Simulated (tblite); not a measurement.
Species: C4H7O2S (doublet state).
SMILES with atom numbers: `[CH3:1][C:2](=[S:3])[O:4][CH2:5][CH2:6][O:7]` (hydrogens: H8, H9, H10 on C1; H11, H12 on C5; H13, H14 on C6)
Bond orders are those of one Lewis drawing.

Computed with GFN2-xTB (tblite), gas phase: L-BFGS steps from a force-field or distance-geometry start until the largest atomic force falls under 0.01 eV/Å.

Step 5: E = -636.6357 eV
```
atom  x, y, z in Å  |  force x, y, z in eV/Å
C1      2.4767    0.5919    0.3294    0.330   0.055   0.010
C2      1.2450   -0.2298    0.4077   -0.047  -0.033   0.138
S3      1.3490   -1.6462    1.2469    0.039  -0.092   0.052
O4      0.1289    0.2276   -0.0984   -0.042  -0.199   0.206
C5     -1.0404   -0.3469    0.4939   -0.231  -0.029   0.209
C6     -2.3705    0.0592   -0.1652   -0.109   0.181  -0.186
O7     -2.6215    1.3407   -0.2824    0.058   0.077   0.004
H8      3.1776    0.1621   -0.3759    0.083  -0.053  -0.288
H9      2.3403    1.6416    0.1071   -0.379   0.054  -0.240
H10     2.9544    0.5167    1.2991    0.178   0.034   0.209
H11    -1.0224    0.0162    1.5249   -0.213  -0.036   0.222
H12    -0.9946   -1.4425    0.5146    0.179   0.046  -0.144
H13    -2.4295   -0.4481   -1.1535   -0.017   0.037  -0.169
H14    -3.1939   -0.4431    0.4095    0.169  -0.042  -0.023
```

Step 6: E = -636.6684 eV
```
atom  x, y, z in Å  |  force x, y, z in eV/Å
C1      2.4794    0.5889    0.3160    0.333  -0.014   0.124
C2      1.2552   -0.2443    0.4229   -0.239   0.040   0.092
S3      1.3601   -1.6635    1.2648   -0.001   0.101  -0.099
O4      0.1347    0.2396   -0.0609    0.110  -0.367   0.177
C5     -1.0469   -0.3437    0.4951    0.019  -0.151   0.311
C6     -2.3638    0.0610   -0.1749   -0.256   0.430  -0.237
O7     -2.6226    1.3486   -0.2874    0.118  -0.151   0.052
H8      3.1865    0.1609   -0.3905   -0.049   0.042  -0.187
H9      2.3101    1.6376    0.1001   -0.303  -0.051  -0.287
H10     2.9576    0.5294    1.2882    0.225   0.040   0.161
H11    -1.0464    0.0023    1.5314   -0.237   0.012   0.250
H12    -0.9881   -1.4416    0.5159    0.151   0.100  -0.193
H13    -2.4381   -0.4324   -1.1690    0.047   0.001  -0.118
H14    -3.1784   -0.4433    0.4062    0.081  -0.032  -0.046
```

Task: Estimate the geometry and energy of step 7. (The exact step hangs on the optimiser's Hessian estimate; all steps are aligned on step 6, rigid shifts and turns removed.)

Result: E = -636.6992 eV, largest force 0.526 eV/Å
```
atom  x, y, z in Å  |  force x, y, z in eV/Å
C1      2.4868    0.5861    0.3050    0.164  -0.057   0.191
C2      1.2644   -0.2575    0.4407   -0.249   0.095   0.067
S3      1.3713   -1.6797    1.2813   -0.017   0.221  -0.188
O4      0.1405    0.2449   -0.0205    0.188  -0.370   0.113
C5     -1.0544   -0.3423    0.5019    0.204  -0.183   0.293
C6     -2.3605    0.0677   -0.1886   -0.216   0.451  -0.164
O7     -2.6220    1.3573   -0.2917    0.132  -0.234   0.073
H8      3.1949    0.1601   -0.4097   -0.191   0.138  -0.040
H9      2.2736    1.6318    0.0873   -0.155  -0.220  -0.274
H10     2.9656    0.5430    1.2809    0.242   0.064   0.036
H11    -1.0754   -0.0114    1.5434   -0.245   0.031   0.222
H12    -0.9784   -1.4395    0.5132    0.074   0.088  -0.192
H13    -2.4458   -0.4167   -1.1871    0.111  -0.017  -0.051
H14    -3.1613   -0.4443    0.4019   -0.042  -0.006  -0.086
```

The energy changes by -0.0308 eV. The first-order estimate −F·Δx gives -0.0428 eV and the mean of the old and new forces, exact on a quadratic surface, -0.0307 eV. The step makes an angle of 66° with the force vector and moves no atom by more than 0.041 Å.

The cost below is that of the whole relaxation. Time: 0.53 s. Hardware: Arm Neoverse V1, one thread, shared host with 32 logical CPUs at a one-minute load of 14.
